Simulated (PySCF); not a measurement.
A calculated (r2SCAN, PySCF 2.14, ANO-RCC-VTZP, the spin-free X2C one-electron Hamiltonian (Gaussian nucleus)) atom or ion has these occupied shells.

```tsv
shell	electrons	orbital energy (eV)	rms radius, mean of both spins (bohr)
1s α	1	-53584.2	0.0240
1s β	1	-53584.2	0.0240
2s α	1	-8951.0	0.0971
2s β	1	-8951.0	0.0971
2p α	3	-7956.7	0.0874
2p β	3	-7956.7	0.0874
3s α	1	-2006.8	0.250
3s β	1	-2004.8	0.250
3p α	3	-1698.4	0.251
3p β	3	-1696.5	0.251
3d α	5	-1293.5	0.230
3d β	5	-1292.0	0.230
4s α	1	-407.75	0.564
4s β	1	-402.74	0.564
4p α	3	-305.34	0.599
4p β	3	-300.39	0.599
4d α	5	-163.41	0.658
4d β	5	-158.57	0.658
5s α	1	-57.382	1.39
5s β	1	-55.097	1.39
5p α	3	-33.196	1.65
5p β	3	-31.562	1.65
4f α	7	-10.712	1.01
6s α	1	-9.279	3.95
4f β	3	-8.334	1.01
```

**Question.** Name the element and its charge.

**Answer.** Dy⁺ (dysprosium, charge +1), in [Xe] 4f10 6s1, one real determinant.
